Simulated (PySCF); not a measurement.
# `NC(C1CC(=C)C1)=O`, C₆H₉NO

Geometry:
```tsv
atom	x (Å)	y (Å)	z (Å)
C1	-2.745	-0.522	0.423
C2	-1.476	-0.255	0.200
C3	-0.444	-0.804	-0.745
C4	0.541	0.269	-0.250
C5	1.813	-0.273	0.373
N6	2.594	0.689	0.922
O7	2.113	-1.444	0.400
C8	-0.515	0.753	0.774
H9	-3.317	0.017	1.159
H10	-3.261	-1.296	-0.119
H11	-0.703	-0.763	-1.802
H12	-0.109	-1.813	-0.501
H13	0.798	1.021	-0.998
H14	2.328	1.657	0.923
H15	3.445	0.420	1.388
H16	-0.823	1.794	0.676
H17	-0.246	0.563	1.814
```

The calculation used GIAO CAM-B3LYP/pcSseg-1 magnetisability, rotational g tensor and spin-rotation constants, non-relativistic, gas phase in PySCF. Geometry: GFN2-xTB.

Question: Give the nuclear spin-rotation constants along the inertial axes (H = +C I·J) beside the isotropic shieldings.

Answer: Rotational constants 4.8879, 1.2961, 1.1436 GHz. A star marks the isotopologue with that one atom substituted, in its own axes.
| atom | isotope | Caa (kHz) | Cbb (kHz) | Ccc (kHz) | mean (kHz) | σ (ppm) |
| --- | --- | --- | --- | --- | --- | --- |
| N6 | 14N | 0.320 | 0.104 | 0.087 | 0.170 | 157.8 |
| H9 | 1H | -0.325 | 0.018 | -0.088 | -0.132 | 26.6 |
| H10 | 1H | -0.231 | 0.038 | -0.127 | -0.106 | 26.6 |
| H11 | 1H | -0.459 | -0.117 | 0.010 | -0.189 | 29.2 |
| H12 | 1H | -0.451 | 0.005 | -0.074 | -0.173 | 28.0 |
| H13 | 1H | -0.507 | -0.134 | 0.031 | -0.203 | 29.1 |
| H14 | 1H | -0.523 | 0.040 | -0.118 | -0.201 | 27.4 |
| H15 | 1H | 0.088 | -0.135 | -0.103 | -0.050 | 27.3 |
| H16 | 1H | -0.491 | 0.017 | -0.097 | -0.191 | 28.8 |
| H17 | 1H | -0.455 | -0.137 | 0.023 | -0.190 | 29.2 |
| C1 | 13C* | 1.307 | 0.545 | 0.215 | 0.689 | 68.6 |
| C2 | 13C* | 1.814 | 0.627 | 0.243 | 0.895 | 28.3 |
| C3 | 13C* | 0.734 | 0.234 | 0.192 | 0.387 | 152.9 |
| C4 | 13C* | 0.851 | 0.210 | 0.193 | 0.418 | 151.5 |
| C5 | 13C* | 2.350 | 0.527 | 0.321 | 1.066 | 4.9 |
| O7 | 17O* | -2.022 | -0.792 | -0.193 | -1.002 | -90.3 |

For the geometry as given, no vibrational averaging.

Question: How do the rotational constants and the g tensor change when H9, H10, H11, H12, H13, H14, H15, H16, H17 are replaced by deuterium?

Answer: Constants 3.9495, 1.1430, 1.0058 GHz; g -0.0336, -0.0116, -0.0066, against -0.0406, -0.0135, -0.0073 before.
